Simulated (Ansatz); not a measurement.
Abridged output of a molecular run in Ansatz:

```
Functional definition: HF
968 factors; integrals over basis functions are off by at most 1.4e-3 eV
mean field evaluation 1: about -79611.2465 eV, gradient 2.5e1 eV
mean field evaluation 2: about -79611.2765 eV, gradient 2.5e1 eV
mean field evaluation 4: about -79613.4060 eV, gradient 2.9e0 eV
mean field evaluation 8: about -79613.4503 eV, gradient 2.1e-1 eV
mean field evaluation 16: about -79613.4156 eV, gradient 5.1e-1 eV
mean field -79613.45051959 eV, -2925.7403426599 hartree, gradient 6.9e-6 eV, S^2 0.000000; 0 other end points of the search recorded, 0 dependent functions left out
16 core orbitals not correlated: weight in the atoms' cores, before any rotation towards them, 1.000 or more for the frozen orbitals, at most 0.000 for the correlated occupied ones
reference -79613.45051959 eV, -2925.7403426599 hartree; 16, 16 occupied and 66, 66 virtual orbitals, 968 factors
second order -14.94965859 eV of doubles, -0.00000000 eV of singles
cycle   1  -15.44860157 eV  change   -5.0e-1 eV  update   9.3e-2
cycle   2  -15.87212529 eV  change   -4.2e-1 eV  update   2.8e-2
cycle   3  -15.94282119 eV  change   -7.1e-2 eV  update   1.5e-2
cycle   4  -15.93286872 eV  change    1.0e-2 eV  update   4.7e-3
cycle   5  -15.93364876 eV  change   -7.8e-4 eV  update   2.1e-3
cycle   6  -15.93332769 eV  change    3.2e-4 eV  update   7.6e-4
cycle   7  -15.93308280 eV  change    2.4e-4 eV  update   2.8e-4
cycle   8  -15.93322308 eV  change   -1.4e-4 eV  update   1.4e-4
cycle   9  -15.93322348 eV  change   -4.0e-7 eV  update   5.3e-5
cycle  10  -15.93319766 eV  change    2.6e-5 eV  update   2.1e-5
perturbative correction -0.52331583 eV, -0.0192315019 hartree
Total energy: -79629.90703308 eV, -2926.3451083760 hartree
```

Its atoms:

```xyz
8

Br   -2.773   -0.536   -0.687
B    -0.952   -0.075   -0.531
C    -0.174    0.837    0.384
Si    0.817   -0.755   -0.206
H     0.518    1.544   -0.084
H    -0.543    1.209    1.337
H     2.050   -0.294   -0.881
H     1.058   -1.930    0.668
```

Question: Which basis set was used?
A. def2-SVPD
B. cc-pV(T+d)Z
C. def2-TZVPPD
D. def2-SVP

Answer: D. It gives 98 functions.

Question: Write the keys of the input that set method, charge and spin (a neutral closed shell needs none for the last two).

Answer: 
```yaml
correlation: {method: ccsd_t}
```
